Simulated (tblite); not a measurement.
Compound: C₈H₇ClN₂.
InChI=1S/C8H7ClN2/c1-11-7-5-3-2-4-6(7)8(9)10-11/h2-5H,1H3

Method: GFN2-xTB as coded in tblite; computed harmonic values from a numerical Hessian at the method's own geometry, unscaled. This tight-binding method is rough: wavenumbers can miss measured ones by several per cent, in bad cases by 10 to 20.

Harmonic wavenumbers (cm⁻¹): 89.0, 130.8, 132.7, 165.8, 220.9, 228.9, 318.8, 400.3, 417.5, 506.1, 529.2, 531.7, 587.4, 602.9, 701.4, 759.2, 770.4, 789.9, 865.7, 905.4, 924.0, 952.1, 1039.6, 1059.0, 1101.4, 1120.0, 1151.4, 1184.7, 1224.1, 1299.6, 1328.8, 1366.5, 1378.7, 1391.2, 1412.0, 1452.4, 1468.2, 1476.0, 1510.4, 1578.5, 1614.3, 2972.9, 2987.9, 3054.1, 3082.3, 3089.9, 3097.4, 3103.1.

A = 1405, B = 914.2, C = 555.8 MHz; mass 166.030 u (most abundant isotopes); point group Cs, symmetry number 1.

Problem. Zero-point energy?

Solution. Half the sum of the wavenumbers: 29037 cm⁻¹ = 347.36 kJ/mol.

Problem. Give the ideal-gas entropy at 350 K and 1 bar in the rigid-rotor, harmonic-oscillator model (classical rotation).

Solution. Translation 175.95, rotation 129.56, vibration 121.43: S = 426.9 J/(mol K).

Problem. And Cp and H(350 K) − H(0)?

Solution. Cp = 178.79 J/(mol K), of which vibrations give 145.53 (their classical limit is 48 R = 399.1); H(350 K) − H(0) = 35.78 kJ/mol without the zero-point energy, 24.14 from vibrations.

Problem. What must be added to the electronic energy to get the Gibbs energy at 350 K and 1 bar?

Solution. ZPE + [H(350 K) − H(0)] − T·S = 347.36 + 35.78 − 149.43 = 233.71 kJ/mol.

Problem. Which modes carry the vibrational entropy at 350 K?

Solution. 89.0 cm⁻¹: 16.72; 130.8 cm⁻¹: 13.57; 132.7 cm⁻¹: 13.46; 165.8 cm⁻¹: 11.66; 220.9 cm⁻¹: 9.40; 228.9 cm⁻¹: 9.12 J/(mol K); the other 42 give 47.50 together.

Problem. How do the functions run with temperature in this model?

Solution. 
| T (K) | S (J/(mol K)) | Cp (J/(mol K)) | H − H(0) (kJ/mol) | G − H(0) (kJ/mol) | ln q(vib) |
| --- | --- | --- | --- | --- | --- |
| 150 | 318.0 | 91.1 | 8.83 | -38.87 | 1.81 |
| 250 | 374.6 | 134.6 | 20.09 | -73.55 | 3.99 |
| 298.15 | 400.1 | 156.1 | 27.09 | -92.21 | 5.09 |
| 400 | 452.2 | 199.4 | 45.24 | -135.63 | 7.50 |
| 600 | 546.3 | 265.0 | 92.13 | -235.68 | 12.34 |
| 900 | 666.2 | 324.2 | 181.39 | -418.17 | 19.36 |

q(vib) and H(0) count from the zero-point level.

Problem. Blend soft modes into free rotors: weight 1/[1 + (100 cm⁻¹/ν̃)⁴] for the oscillator and the rest for a rotor with moment μB/(μ + B), μ = h/(8π²ν), B = 10⁻⁴⁴ kg m². What vibrational entropy results?

Solution. 118.09 J/(mol K) in place of 121.43, which changes −T·S at 350 K by +1.17 kJ/mol.

Hindered rotation and anharmonicity are outside this model.

On one thread, Intel Xeon 6975P-C (x86_64), on a shared host, this took 0.68 s wall. The figure is for the frequency step alone.
